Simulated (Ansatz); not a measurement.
Start from `[SiH3]O[SiH2]Br` and change one atom or group to get `[SiH3]O[SiH2]O[SiH3]`.

Ansatz, PBE0-D4/def2-TZVP geometries, multiplicity 1. Each molecule was computed in one conformer, which needn't be the lowest.

Scalar relativity is left out up to krypton.

```
                                                                                  property  `[SiH3]O[SiH2]Br`
ideal-gas entropy at 298 K and 1 bar (rigid rotor, harmonic PBE0-D4/def2-TZVP) / J/(mol·K)                377
                                                      HOMO–LUMO gap (PBE0/def2-TZVPP) / eV               8.23
                                            zero-point energy (PBE0-D4/def2-TZVP) / kJ/mol              127.6
                                                     LUMO energy (ωB97M-V/def2-TZVPP) / eV               1.52
                                                       HOMO–LUMO gap (PBE/def2-TZVPP) / eV               6.07
                                                        LUMO energy (PBE0/def2-TZVPP) / eV              -0.19
```

Task: What does the change do to each property? (An estimate is asked.)

Result: The calculation gave: 
```
                                                                                  property  `[SiH3]O[SiH2]O[SiH3]`  shift
ideal-gas entropy at 298 K and 1 bar (rigid rotor, harmonic PBE0-D4/def2-TZVP) / J/(mol·K)                     424     47
                                                      HOMO–LUMO gap (PBE0/def2-TZVPP) / eV                    8.55   0.32
                                            zero-point energy (PBE0-D4/def2-TZVP) / kJ/mol                   204.1   76.5
                                                     LUMO energy (ωB97M-V/def2-TZVPP) / eV                    1.58   0.06
                                                       HOMO–LUMO gap (PBE/def2-TZVPP) / eV                    6.29   0.22
                                                        LUMO energy (PBE0/def2-TZVPP) / eV                   -0.08   0.11
```

With PBE0 the HOMO falls by 0.20 eV and the LUMO rises by 0.11 eV, so the gap widens by about 0.31 eV. PBE moves the HOMO by -0.09 eV and ωB97M-V by -0.27 eV. The zero-point energy changes by 76.5 kJ/mol with +12 modes. Modes under 60 cm⁻¹, often nearly free rotors, make the harmonic entropy too high.

Spin–orbit coupling is left out; it splits and shifts lone-pair levels of the heavy atoms by tenths of an eV.
